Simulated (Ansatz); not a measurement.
Species: H2ClOSi, SMILES `[O-][SiH2]Cl` (charge -1, multiplicity 1).

Task: Give a relaxed geometry from CAM-B3LYP-D3(BJ)/def2-TZVPD in Ansatz (a quantum-chemistry and plane-wave program).

Result: the end point of this relaxation (outside a Z-matrix the atoms follow the SMILES, hydrogens last).
Z-matrix (Å, degrees):
```
Si
O 1 1.5435
H 1 1.5006 2 117.95
H 1 1.5006 3 105.13 2 133.88
Cl 1 2.1784 3 98.74 4 101.58
```
